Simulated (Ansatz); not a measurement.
Al12P12⁺, a nanocrystal cut from wurtzite AlP (bare). Total charge 1; doublet. Geometry r2SCAN-D4/def2-SVP, that of the neutral singlet; atoms count from 1.

Cartesian coordinates in Å:
```
P 3.231 -2.106 -2.211
Al 1.022 -2.703 -2.491
Al 2.105 -1.291 -0.216
P 0.233 -2.838 -0.310
P 1.692 -0.884 2.136
Al -0.547 -1.724 1.693
Al 0.355 0.036 3.798
P -1.386 -1.467 3.961
P -0.886 -2.278 -3.713
Al -1.369 -1.435 -1.484
P -2.599 -1.064 0.569
Al -2.718 -0.093 2.675
Al 2.718 0.092 -2.676
P 2.599 1.063 -0.569
Al 1.370 1.436 1.485
P 0.884 2.278 3.714
P 1.385 1.466 -3.962
Al -0.356 -0.036 -3.798
Al 0.547 1.724 -1.693
P -1.692 0.885 -2.136
P -0.231 2.839 0.311
Al -2.104 1.290 0.216
Al -1.023 2.703 2.490
P -3.232 2.106 2.209
```

Single mean-field runs in def2-SVP are fitted with def2-universal-jkfit.

Estimate the Mulliken populations from the PBE0/def2-SVP orbitals of Ansatz.


```tsv
atom	charge (e)	spin (α − β)
P1	-0.40	0.00
Al2	0.57	0.00
Al3	0.59	0.00
P4	-0.61	0.08
P5	-0.59	0.18
Al6	0.59	-0.02
Al7	0.57	-0.02
P8	-0.39	0.11
P9	-0.38	0.11
Al10	0.58	-0.02
P11	-0.61	0.07
Al12	0.57	0.00
Al13	0.57	0.00
P14	-0.61	0.07
Al15	0.59	-0.02
P16	-0.38	0.11
P17	-0.39	0.11
Al18	0.57	-0.02
Al19	0.59	-0.02
P20	-0.59	0.18
P21	-0.61	0.08
Al22	0.59	0.00
Al23	0.57	0.00
P24	-0.39	0.00
```
Mulliken values depend strongly on the basis.

Where does the spin sit?

Summed by element: P 1.09, Al -0.09, of 1 unpaired in all. Largest on single atoms: P20 0.18, P5 0.18, P16 0.11.

And the Mayer bond orders between heavy atoms (over 0.3, the first 40 of 42)?

P1–Al2 0.96 (2.31 Å); P1–Al3 0.77 (2.43 Å); P1–Al13 0.96 (2.31 Å); Al2–P4 0.66 (2.32 Å); Al2–P9 0.93 (2.31 Å); Al3–P4 0.71 (2.43 Å); Al3–P5 0.55 (2.42 Å); Al3–P14 0.71 (2.43 Å); P4–Al6 0.57 (2.42 Å); P4–Al10 0.73 (2.43 Å); P5–Al6 0.69 (2.43 Å); P5–Al7 0.66 (2.32 Å); P5–Al15 0.69 (2.43 Å); Al6–P8 0.74 (2.43 Å); Al6–P11 0.73 (2.43 Å); Al7–P8 0.95 (2.31 Å); Al7–P16 0.95 (2.31 Å); P8–Al12 0.93 (2.31 Å); P9–Al10 0.74 (2.43 Å); P9–Al18 0.95 (2.31 Å); Al10–P11 0.57 (2.42 Å); Al10–P20 0.69 (2.43 Å); P11–Al12 0.66 (2.32 Å); P11–Al22 0.71 (2.43 Å); Al12–P24 0.96 (2.31 Å); Al13–P14 0.66 (2.32 Å); Al13–P17 0.93 (2.31 Å); P14–Al15 0.57 (2.42 Å); P14–Al19 0.73 (2.43 Å); Al15–P16 0.74 (2.43 Å); Al15–P21 0.73 (2.43 Å); P16–Al23 0.93 (2.31 Å); P17–Al18 0.95 (2.31 Å); P17–Al19 0.74 (2.43 Å); Al18–P20 0.66 (2.32 Å); Al19–P20 0.69 (2.43 Å); Al19–P21 0.57 (2.42 Å); P20–Al22 0.55 (2.42 Å); P21–Al22 0.71 (2.43 Å); P21–Al23 0.66 (2.32 Å).
